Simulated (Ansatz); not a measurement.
Molecule: C$_{2}$H$_{6}$AlCl (charge 0, singlet). 
Geometry from a B3LYP-D3(BJ)/def2-TZVP (Ansatz, a first-principles code) optimisation:
SMILES: [CH3][Al]([CH3])[Cl]
```xyz
10

Al     0.2202    -0.2585     0.2229
C      2.0277    -0.6194    -0.4011
H      2.5509    -1.3453     0.2246
H      2.6195     0.3003    -0.4194
H      2.0150    -0.9999    -1.4262
C     -0.6472    -1.0029     1.7977
H     -1.5248    -1.5899     1.5115
H     -1.0079    -0.2071     2.4552
H      0.0160    -1.6488     2.3766
Cl    -0.9302     1.0932    -0.9411
```

Wanted: vertical triplet-singlet gap (E(triplet) - E(singlet); each state is the SCF solution reached for its spin; for the triplet the Hartree-Fock reference is unstable and T1 is 0.022), in kcal/mol. Valence correlation only, unless marked. UHF or UKS for open shells. Spin-orbit coupling is left out. Non-relativistic. CBS marks a two-point X^-3 extrapolation of the correlation energy; Hartree-Fock from the larger set. The program attaches cautions to a run behind CCSD/aug-cc-pV(D+d)Z: other roots. The program attaches cautions to a run behind CCSD(T)/aug-cc-pV(D+d)Z: other roots.

```tsv
level	program	vertical triplet-singlet gap (kcal/mol)
HF/aug-cc-pV(T+d)Z	Ansatz	133.1
HF/aug-cc-pV(Q+d)Z	Ansatz	132.9
SVWN5/def2-TZVPD	Ansatz	116.4
PBE/def2-TZVPD	Ansatz	114.0
r2SCAN/def2-TZVPD	Ansatz	117.9
B3LYP/def2-TZVPD	Ansatz	123.7
PBE0/def2-TZVPD	Ansatz	123.3
BHLYP/def2-TZVPD	Ansatz	133.3
CAM-B3LYP/def2-TZVPD	Ansatz	131.6
wB97M-V/def2-TZVPD	Ansatz	135.7
wB97X-V/def2-TZVPD	Ansatz	137.0
B2PLYP/def2-TZVPD	Ansatz	130.3
RI-MP2/aug-cc-pV(T+d)Z	Ansatz	145.5
RI-MP2/aug-cc-pV(Q+d)Z	Ansatz	146.3
RI-MP2/CBS(aug-cc-pV(T+d)Z,aug-cc-pV(Q+d)Z)	Ansatz	147.0
CCSD/aug-cc-pV(D+d)Z	Ansatz	135.4
CCSD(T)/aug-cc-pV(D+d)Z	Ansatz	133.1
```
